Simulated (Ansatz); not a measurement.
A geometry optimisation of CH3CuSi with r2SCAN-D4/def2-TZVP

The starting geometry of this gas-phase singlet was optimised with GFN2-xTB.

```yaml
atoms:
  - { symbol: C, position_ang: [-0.4885, 0.5711, 1.1364] }
  - { symbol: Cu, position_ang: [-0.5347, -0.9089, -0.2617] }
  - { symbol: Si, position_ang: [0.6149, 1.8833, 0.5078] }
  - { symbol: H, position_ang: [-1.5319, 0.8824, 1.2710] }
  - { symbol: H, position_ang: [-0.6430, -2.0506, -1.2221] }
  - { symbol: H, position_ang: [-0.1420, 0.0925, 2.0607] }
```

Predict what becomes of its bonds when it is optimised with r2SCAN-D4/def2-TZVP.

A new bond forms, giving a structure given below by its coordinates. Contacts that close: Cu2–Si3 (3.12 → 2.33 Å).

The energy falls by 0.69 eV over 9 steps:

| step | E − E(last) (eV) |
| --- | --- |
| 1 | 0.686 |
| 2 | 0.352 |
| 3 | 0.111 |
| 4 | 0.057 |
| 5 | 0.002 |
| 6 | 0.000 |
| 7 | 0.000 |
| 8 | 0.000 |
| 9 | 0.000 |

Final geometry (Å):

| atom | x (Å) | y (Å) | z (Å) |
| --- | --- | --- | --- |
| C | -0.5515 | 0.6252 | 1.3016 |
| Cu | -0.4811 | -0.7579 | -0.2084 |
| Si | 0.5252 | 1.3215 | 0.1034 |
| H | -1.5959 | 0.9354 | 1.4090 |
| H | -0.4356 | -1.7889 | -1.3229 |
| H | -0.1864 | 0.1344 | 2.2094 |

Frequencies at the end show an imaginary mode, so it is a saddle point. Run with Ansatz 0.2.0, 28 s on 2 threads of Arm Neoverse V2, with other jobs on the host.
